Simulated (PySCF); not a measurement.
C4H6ClF, SMILES F[C@H](Cl)C1CC1.

The structure is a stationary point at PBE-D3(BJ)/def2-SVP. The structure was generated by enumeration; whether it is a known compound was not checked. One conformer was computed; it need not be the lowest.

Computed with PBE-D3(BJ)/def2-SVP run with PySCF 2.14.0.

Frequencies are harmonic and unscaled.

| mode | ν (cm⁻¹) | IR (km/mol) | moving atoms (share of kinetic energy) |
|---|---|---|---|
| 1 | 85 | 0.2 | C 46 %, H 24 %, Cl 17 %, F 14 % |
| 2 | 198 | 0.9 | C 42 %, H 25 %, Cl 22 %, F 10 % |
| 3 | 236 | 2.6 | C 43 %, F 39 %, H 17 % |
| 4 | 353 | 2.6 | F 39 %, C 36 %, H 13 %, Cl 13 % |
| 5 | 379 | 6.0 | Cl 48 %, C 24 %, F 18 %, H 10 % |
| 6 | 602 | 7.9 | C 46 %, H 29 %, F 23 % |
| 7 | 720 | 55.5 | C 58 %, H 32 % |
| 8 | 759 | 1.5 | H 92 % |
| 9 | 799 | 51.8 | C 52 %, H 44 % |
| 10 | 820 | 7.3 | H 52 %, C 47 % |
| 11 | 929 | 10.1 | C 76 %, H 23 % |
| 12 | 979 | 85.7 | C 55 %, H 35 %, F 10 % |
| 13 | 1014 | 17.1 | H 67 %, C 23 %, F 9 % |
| 14 | 1017 | 21.3 | C 52 %, H 43 % |
| 15 | 1031 | 2.5 | H 70 %, C 30 % |
| 16 | 1071 | 2.7 | H 87 %, C 13 % |
| 17 | 1127 | 51.6 | C 46 %, H 43 %, F 10 % |
| 18 | 1141 | 0.6 | H 72 %, C 28 % |
| 19 | 1196 | 5.8 | H 60 %, C 38 % |
| 20 | 1218 | 30.8 | H 80 %, C 18 % |
| 21 | 1320 | 9.6 | H 80 %, C 19 % |
| 22 | 1354 | 25.5 | H 53 %, C 47 % |
| 23 | 1376 | 4.9 | H 92 %, C 8 % |
| 24 | 1447 | 2.3 | C 51 %, H 49 % |
| 25 | 3015 | 24.7 | H 92 %, C 8 % |
| 26 | 3071 | 8.3 | H 95 % |
| 27 | 3074 | 4.3 | H 95 % |
| 28 | 3107 | 2.2 | H 92 %, C 8 % |
| 29 | 3165 | 0.4 | H 89 %, C 11 % |
| 30 | 3174 | 2.6 | H 89 %, C 11 % |
